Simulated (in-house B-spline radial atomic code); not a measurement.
# Dy III (Dy2+): [Ar] 3d10 4s2 (4p1/2)2 (4p3/2)3 (4d3/2)3 (4d5/2)6 4f10 5s2 5p6 6s2 (with a hole in an inner shell)

Computed with a B-spline radial code for spherical atoms: Dirac-Kohn-Sham PBE0, spherical fractional occupations, Fermi nucleus of rms radius 5.2218 fm.

Z_r = [3n² - l(l+1)]/(2<r>); Z_e = n√(-2ε); the last column is Slater's effective charge. Values are occupation-weighted means over j. An effective charge above Z reflects the relativistic contraction of the inner shells.

```csv
shell,electrons,ε (eV),<r> (bohr),Z_r,Z_e,Slater
1s,2,-53774,0.02112,71.03,62.87,65.70
2s,2,-9023.7,0.08919,67.27,51.51,61.85
2p,6,-8046.5,0.07908,63.23,48.64,61.85
3s,2,-2055.9,0.2338,57.75,36.88,54.75
3p,6,-1750.8,0.2324,53.79,34.03,54.75
3d,10,-1342,0.2118,49.57,29.79,44.85
4s,2,-444.24,0.5275,45.50,22.86,38.60
4p,5,-343.46,0.5553,41.42,20.10,38.60
4d,9,-197.13,0.6032,34.82,15.23,28.20
5s,2,-80.755,1.247,30.07,12.18,13.45
5p,6,-53.803,1.432,25.49,9.94,13.45
4f,10,-40.114,0.7498,24.01,6.87,18.85
6s,2,-19.292,3.083,17.52,7.14,4.85
```

The least bound orbital is 6s1/2 at -19.29 eV, and it is also the most diffuse (<r> = 3.083 bohr). The part-filled 4p shell lies below the filled 6s shell in orbital energy.

For the 1s electron the small component carries 6.07 % of the norm, the zero-frequency Breit interaction raises the level by 166.8 eV, self-energy by 100.8 eV, and vacuum polarisation lowers it by 16.92 eV.

Caution: exact exchange at fractional occupations of open shells leaves self-interaction of up to several eV.
